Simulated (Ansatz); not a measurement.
`CB(C)CCl` at its PBE0-D4/def2-TZVP geometry, where that method's forces vanish. Total charge 0; spin multiplicity 1.

```xyz
13

C    -1.4882   -0.4355    0.2990
B    -0.0283    0.0165   -0.0327
C     0.3540    1.5114   -0.2875
C     1.0944   -1.0875   -0.1738
Cl    1.6136   -1.0620    1.5568
H    -1.9964   -0.5873   -0.6655
H    -2.0737    0.3106    0.8401
H    -1.5436   -1.3901    0.8272
H     0.1890    1.6997   -1.3593
H     1.4070    1.7327   -0.0981
H    -0.2677    2.2297    0.2507
H     1.9709   -0.8338   -0.7681
H     0.7691   -2.1042   -0.3889
```

Problem. What forces (eV/Å) does B3LYP-D4/def2-TZVPP give on these atoms in Ansatz 0.2.0? (Best estimate.)

Solution. Computed: 
```
C1  -0.074 -0.022 -0.001
B2  -0.010 -0.007 -0.055
C3   0.015  0.070 -0.028
C4  -0.074 -0.045 -0.383
Cl5  0.184 -0.041  0.443
H6   0.001  0.001  0.037
H7   0.018 -0.041 -0.017
H8  -0.011  0.047 -0.019
H9   0.008  0.010  0.035
H10 -0.052  0.005 -0.007
H11  0.036 -0.022 -0.022
H12 -0.070 -0.031  0.024
H13  0.030  0.075 -0.007
```

B3LYP here is the variant with VWN-RPA as its local correlation; programs differ in this.
